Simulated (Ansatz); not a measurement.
The same substitution along the group F, Cl, Br.

Isolated molecules relaxed with PBE0-D4/def2-TZVP in Ansatz; ΔE leaves out vibrations. CBS: MP2 limit from def2 TZ/QZ plus the TZ coupled-cluster correction, frozen cores. This one scheme is used for every species. Functionals use def2-TZVPP. B3LYP here is the variant with VWN-RPA as its local correlation; programs differ in this. For Br outer-core shells are correlated without core-valence functions, which leaves a few kJ/mol of doubt a bond. Scalar relativity is left out up to krypton. Each species was taken in one conformer, which may not be the lowest.

```tsv
reaction	B97M-V (eV)	ωB97M-V (eV)	B3LYP-D4 (eV)
`OC[SiH2]F` + `CNC` → `CN(C)CO` + `F[SiH3]`	0.11	0.11	0.12
`OC[SiH2]Cl` + `CNC` → `CN(C)CO` + `[SiH3]Cl`	0.13	0.13	0.15
`OC[SiH2]Br` + `CNC` → `CN(C)CO` + `[SiH3]Br`	0.14	0.14	0.16
```

Question: Give the CCSD(T)/CBS values in the same order. (Estimate.)

Answer: Computed: 0.08, 0.12, 0.13 eV.

Largest T1 diagnostic: 0.011, for `OC[SiH2]F`.
